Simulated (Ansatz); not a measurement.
K16⁻, relaxed as a doublet with UKS r2SCAN/def2-SVP in Ansatz, starting from the GFN1-xTB geometry. Force threshold 0.03 eV/Å.

The charge -1 doublet is spin-contaminated (final ⟨S²⟩ up to 2.32, 0.75 for a pure state). The structure comes from a short search, and lower isomers may exist.

Start:

```xyz
16

K     0.843    0.983    4.542
K    -2.613    2.478    2.795
K     3.399   -3.232   -0.579
K     4.072    0.961    1.518
K     1.932    4.092   -2.178
K    -0.491   -4.336    0.798
K     3.521    0.416   -2.593
K    -3.627    0.580   -2.930
K    -4.187   -0.804    0.922
K    -0.121    1.476   -4.671
K     1.256    4.055    1.838
K    -2.053    3.813   -1.118
K     0.539   -2.445   -3.635
K     2.435   -2.551    3.345
K    -3.084   -3.351   -2.084
K    -1.820   -2.135    4.031
```

```json
{"step": "1", "energy (eV)": "-261149.2694", "largest force component (eV/Å)": "0.306", "SCF passes": "156"}
{"step": "2", "energy (eV)": "-261149.5113", "largest force component (eV/Å)": "0.266", "SCF passes": "106"}
{"step": "3", "energy (eV)": "-261149.7807", "largest force component (eV/Å)": "0.205", "SCF passes": "95"}
{"step": "4", "energy (eV)": "-261149.9487", "largest force component (eV/Å)": "0.150", "SCF passes": "80"}
{"step": "5", "energy (eV)": "-261150.0541", "largest force component (eV/Å)": "0.102", "SCF passes": "71"}
{"step": "6", "energy (eV)": "-261150.1299", "largest force component (eV/Å)": "0.060", "SCF passes": "72"}
{"step": "7", "energy (eV)": "-261150.1991", "largest force component (eV/Å)": "0.052", "SCF passes": "73"}
{"step": "8", "energy (eV)": "-261150.2541", "largest force component (eV/Å)": "0.054", "SCF passes": "72"}
{"step": "9", "energy (eV)": "-261150.2981", "largest force component (eV/Å)": "0.056", "SCF passes": "69"}
{"step": "10", "energy (eV)": "-261150.3362", "largest force component (eV/Å)": "0.058", "SCF passes": "78"}
{"step": "11", "energy (eV)": "-261150.3689", "largest force component (eV/Å)": "0.063", "SCF passes": "77"}
{"step": "12", "energy (eV)": "-261150.3977", "largest force component (eV/Å)": "0.068", "SCF passes": "93"}
{"step": "13", "energy (eV)": "-261150.4267", "largest force component (eV/Å)": "0.090", "SCF passes": "126"}
{"step": "14", "energy (eV)": "-261150.4634", "largest force component (eV/Å)": "0.109", "SCF passes": "125"}
{"step": "15", "energy (eV)": "-261150.4981", "largest force component (eV/Å)": "0.100", "SCF passes": "100"}
{"step": "16", "energy (eV)": "-261150.5241", "largest force component (eV/Å)": "0.082", "SCF passes": "84"}
{"step": "17", "energy (eV)": "-261150.5444", "largest force component (eV/Å)": "0.066", "SCF passes": "98"}
{"step": "18", "energy (eV)": "-261150.5633", "largest force component (eV/Å)": "0.055", "SCF passes": "89"}
{"step": "19", "energy (eV)": "-261150.5809", "largest force component (eV/Å)": "0.045", "SCF passes": "87"}
{"step": "20", "energy (eV)": "-261150.5956", "largest force component (eV/Å)": "0.031", "SCF passes": "84"}
{"step": "21", "energy (eV)": "-261150.6051", "largest force component (eV/Å)": "0.014", "SCF passes": "94"}
{"step": "22", "energy (eV)": "-261150.6089", "largest force component (eV/Å)": "0.018", "SCF passes": "91"}
{"step": "23", "energy (eV)": "-261150.6119", "largest force component (eV/Å)": "0.011", "SCF passes": "73"}
{"step": "24", "energy (eV)": "-261150.6161", "largest force component (eV/Å)": "0.010", "SCF passes": "81"}
```

Force components are those of the run's own axes.

End:

Cartesian coordinates in Å:
```
K 1.738 1.381 5.380
K -2.349 2.473 3.448
K 3.549 -3.537 -0.638
K 1.169 0.252 0.999
K 2.506 4.827 -2.141
K -0.601 -4.536 0.981
K 3.788 0.578 -2.852
K -3.804 0.157 -4.215
K -3.376 -0.855 0.418
K 0.259 2.255 -5.269
K 1.299 4.809 2.183
K -1.610 3.060 -1.215
K -0.024 -1.801 -2.961
K 2.783 -2.948 3.852
K -3.786 -4.318 -2.550
K -1.541 -1.797 4.582
```

Bonds formed: K2–K4, K4–K9, K4–K12, K4–K13, K8–K13, K9–K12, K9–K13 (atoms count from 1). Metal–metal contacts that move far: K6–K15 4.00 to 4.76 Å, K8–K15 4.06 to 4.77 Å, K8–K12 4.03 to 4.72 Å, K8–K10 4.02 to 4.69 Å, K1–K14 4.06 to 4.71 Å, K8–K9 4.13 to 4.76 Å.

The force fell under the threshold at step 21, but the optimiser went on and released 0.011 eV more. No frequencies were taken in this run, so the end may be a saddle point.

It took 4.5 min on 2 threads of AMD EPYC 7R13 on a shared host and a share (18 GiB) of an NVIDIA H100 80GB HBM3, peak host memory 1.4 GiB.
